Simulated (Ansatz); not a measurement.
A made-up structure of CH$_{2}$Se$_{2}$, closed shell:

```
5
angstrom
Se -0.4822 -2.3624 -0.5938
C -0.1285 -0.5651 0.1215
Se 0.2919 1.1052 -1.0511
H -0.1396 -0.3403 1.3183
H 0.4583 2.1626 0.2051
```

It is relaxed with PBE-D4/def2-SVP and then PBE0-D4/def2-TZVP (Ansatz 0.2.0). Atoms count as bonded within 1.22 times the sum of their covalent radii (H–H: 0.88 Å). The end point is not checked to be a true minimum.

Task: Does its bonding change? (Judge from chemistry; the calculation decides.)

Result: By the calculation: No: no bond forms or breaks.

Where it ends: The first stage lowers the energy by 1.15 eV in 5 steps. It ends as CH₂Se₂ ([Se][CH][SeH]):
```xyz
5
angstrom
Se -0.4302 -2.1091 -0.5304
C -0.1147 -0.5045 0.1085
Se 0.2602 0.9868 -0.9386
H -0.1246 -0.3039 1.1772
H 0.4092 1.9307 0.1832
```

Labels in which every atom is bracketed show which atoms are joined, not bond orders.

For scale, one of the runs: PBE0-D4/def2-TZVP relaxation, 139 basis functions, launched by `ansatz run in.yaml --threads 2 --pin off --events-out ev --progress --plain --max-ram 4352MiB`. The run took about 24 s on 2 CPU threads of an Arm Neoverse V1 (shared host).
